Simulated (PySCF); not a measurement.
AuH5 (singlet). Computed with PySCF, PBE0, basis Au def2-TZVP with ECP60, H def2-TZVP (scalar-relativistic core potentials, no spin–orbit coupling, density fitting).

Harmonic bands of its minimum:

| ω (cm⁻¹) | IR (km/mol) |
| --- | --- |
| 502 | 10.5 |
| 624 | 0.0 |
| 695 | 164 |
| 703 | 2.7 |
| 820 | 1.0 |
| 859 | 7.6 |
| 961 | 5.5 |
| 1534 | 17.0 |
| 1905 | 563 |
| 2166 | 0.0 |
| 2401 | 1.2 |
| 3317 | 3.4 |

**Question.** The central atom is Au. Infer the point group and assign the bands.

**Answer.** C2v. The modes span 4b2 + a2 + 2b1 + 5a1: 502 b2, 624 a2, 695 b2, 703 b1, 820 a1, 859 b1, 961 a1, 1534 b2, 1905 b2, 2166 a1, 2401 a1, 3317 a1. The computed geometry has Au–H 1.539 Å, Au–H 1.631 Å (×2), Au–H 1.825 Å (×2), H–H 0.825 Å; Au–H–H 76.9° (×2), H–Au–H 26.1°, H–Au–H 81.0° (×2), H–Au–H 86.0° (×2), H–Au–H 107.1° (×2), H–Au–H 166.9° (×2), H–Au–H 172.0°.

Stability towards spin polarisation was not tested. This need not be the most stable arrangement of these atoms. Spin–orbit coupling, left out here, can matter for elements this heavy.
